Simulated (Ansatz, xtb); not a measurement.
**C4H2FO2−: 3 structures ranked**

3 gas-phase structures of C4H2FO2−, from a drawn sample of its isomers (lower ones may exist). Each was relaxed with GFN2-xTB:

A. `O=C([O-])C#CCF`, a singlet
B. `[O-]c1occc1F`, a singlet
C. `[O-]c1cc(F)co1`, a singlet

Problem. Estimate their order in r2SCAN-D4/def2-SVPD energy at these geometries, lowest first.

Solution. Calculated order at r2SCAN-D4/def2-SVPD: C (0.0), B (4.8), A (17.5) kcal/mol.

Energies above the lowest of each column, in kcal/mol; the last columns are at PBE0-D3(BJ)/def2-SVPD geometries:

| structure | GFN2-xTB | HF/STO-3G | r2SCAN-D4/def2-SVPD | PBE0-D3(BJ)/def2-SVPD | CCSD(T)/def2-SVPD + ΔMP2/def2-TZVPPD |
| --- | --- | --- | --- | --- | --- |
| C | 0.0 | 0.0 | 0.0 | 0.0 | 0.0 |
| B | 4.0 | 6.5 | 4.8 | 4.8 | 5.2 |
| A | 32.7 | 54.4 | 17.5 | 17.3 | 8.7 |

Every level run on C puts it lowest or level with the lowest. ΔMP2 is the change of the MP2 energy from the smaller to the larger basis.

Programs: Ansatz 0.2.0, xtb 6.7.1.
